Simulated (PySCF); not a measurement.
AlFH4Si.

```xyz
7

Al     0.1336    -0.6934    -0.6264
F     -1.4175    -0.7468    -1.2139
H      1.1494    -1.7141    -1.2674
Si     0.5650     0.9626     1.1291
H      0.3087     2.3378     0.6286
H      1.9726     0.9014     1.5993
H     -0.3206     0.7341     2.2997
```

Geometry optimised at B3LYP-D3(BJ)/def2-TZVP.

Computed with HF/pcSseg-2 in PySCF. Non-relativistic, no solvent.

Problem. Give the absolute GIAO shielding of each atom: isotropic value and principal components (ppm). (An estimate is asked for; the answer gives what the named calculation found.)

Solution. 
```tsv
atom	σ(iso)	σ11	σ22	σ33	span
Al1	391.5	267.2	375.5	531.8	264.6
F2	342.5	249.2	372.9	405.4	156.2
H3	27.0	23.8	24.8	32.4	8.7
Si4	502.3	488.5	499.7	518.9	30.4
H5	28.8	25.9	26.6	33.8	7.9
H6	28.9	26.2	26.3	34.2	8.0
H7	28.8	25.9	26.6	33.8	8.0
```
